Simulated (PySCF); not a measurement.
Here is a computed GFN2-xTB geometry (Å):
```
C 
N   1  1.3751
C   2  1.1558  1  174.08
C   3  1.3779  2  163.83  1   172.57
S   4  2.0286  3  103.42  2    -0.06
C   5  1.8268  4   94.86  3   107.46
O   5  1.4440  4  103.84  3    -0.50
H   1  1.0922  2  110.54  3    16.44
H   1  1.0922  2  108.72  3   137.18
H   1  1.0921  2  108.81  3  -104.24
H   4  1.0884  3  112.70  2  -114.02
H   4  1.0863  3  113.95  2   118.51
H   6  1.0850  5  111.10  4   -60.04
H   6  1.0877  5  106.63  4  -178.29
H   6  1.0844  5  109.60  4    63.79
```
Z-matrix in Å and degrees, rows numbered from 1.

Charge +1, singlet.

Problem. Which heavy atoms are bonded, and with what formal order?

Solution. C1–N2 (single); N2–C3 (triple); C3–C4 (single); C4–S5 (single); S5–C6 (single); S5–O7 (double). Hydrogens: H8, H9, H10 on C1; H11, H12 on C4; H13, H14, H15 on C6. The orders are those of one drawing; other resonance forms can be drawn.

Problem. Give the structure as a SMILES string.

Solution. `C[N+]#CC[S@](C)=O`, [C4H8NOS]+.

Problem. Name the point group.

Solution. C1 (no symmetry element, even within 0.4 Å).

Problem. Classify the heavy atoms.

Solution. C1: N-methyl carbon; N2: nitrogen bonded to 2 C; C3: triply bonded carbon; C4: sp3 carbon bound to sulfur; S5: sulfinyl sulfur; C6: S-methyl carbon; O7: sulfinyl oxygen.

Problem. What is the arrangement about C3?

Solution. It has 2 neighbours (N2, C4) and is bent (angle 163.8°).

Problem. What is the arrangement about S5?

Solution. It has 3 neighbours (C4, C6, O7) and is pyramidal (angles 106.1°, 103.8° and 94.9°, sum 304.8°, 0.76 Å off the plane of its three neighbours).
